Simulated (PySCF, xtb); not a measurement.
Be(F)(Me) (CH3BeF), SMILES [CH3][Be][F].

GFN2-xTB (xtb) at its own geometry gives an orbital gap of 6.17 eV and a dipole moment of 1.40 D.

Coordinates come from a r2SCAN-D4/def2-TZVP optimisation.

Q: What does r2SCAN/def2-TZVPD (PySCF) give? (The exact figures need the calculation; the answer reports its results.)

A: gap 7.62 eV (levels -7.84 and -0.21 eV), dipole 1.31 D.
